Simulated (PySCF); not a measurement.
## Bond curve of CsP

Set-up: basis Cs def2-SVP with ECP46, P def2-SVP; scalar-relativistic core potentials; PySCF 2.14. Energies in eV from Cs + P in their ground configurations at the same level. State: ³Σ⁻ (triplet), unpaired electrons π ↑↑.

All columns are PBE0. A positive dipole means Cs(−)P(+).

| R (Å) | E (eV) | μ (D) | Mulliken charge on Cs (basis-dependent) | HOMO (eV) | LUMO (eV) | Mayer bond order | ⟨S²⟩ |
| --- | --- | --- | --- | --- | --- | --- | --- |
| 2.876 | -0.781 | -7.69 | 0.43 | -3.35 | -1.31 | 0.95 | 2.01 |
| 3.010 | -1.036 | -8.16 | 0.44 | -3.33 | -1.15 | 0.94 | 2.02 |
| 3.143 | -1.171 | -8.56 | 0.45 | -3.30 | -1.15 | 0.92 | 2.02 |
| 3.244 | -1.217 | -8.82 | 0.45 | -3.27 | -1.19 | 0.91 | 2.03 |
| 3.344 | -1.229 | -9.04 | 0.46 | -3.23 | -1.23 | 0.90 | 2.03 |
| 3.444 | -1.214 | -9.22 | 0.45 | -3.19 | -1.27 | 0.89 | 2.04 |
| 3.578 | -1.168 | -9.41 | 0.45 | -3.14 | -1.32 | 0.88 | 2.06 |
| 3.745 | -1.082 | -9.51 | 0.43 | -3.08 | -1.38 | 0.86 | 2.09 |
| 3.946 | -0.961 | -9.45 | 0.41 | -3.02 | -1.45 | 0.83 | 2.15 |
| 4.213 | -0.796 | -9.12 | 0.37 | -2.98 | -1.52 | 0.78 | 2.25 |

A fit through these points gives, at Re = 3.333 Å, μ = -9.02 D and dμ/dR = -2.08 D/Å; the reduced mass is 25.12 u.

**Question.** How strong is the fundamental in the double-harmonic approximation, I = 42.26·(dμ/dR)²/μred km/mol?

**Answer.** I = 42.26·(-2.08)²/25.12 = 7.28 km/mol at PBE0.

⟨S²⟩ of the unrestricted solution departs from its pure value on part of the curve, where spin states mix. Spin–orbit coupling is left out, which matters for elements this heavy, above all for dissociation energies. The state is the lowest determinant that a PBE0 search found; another state may lie lower at other levels.
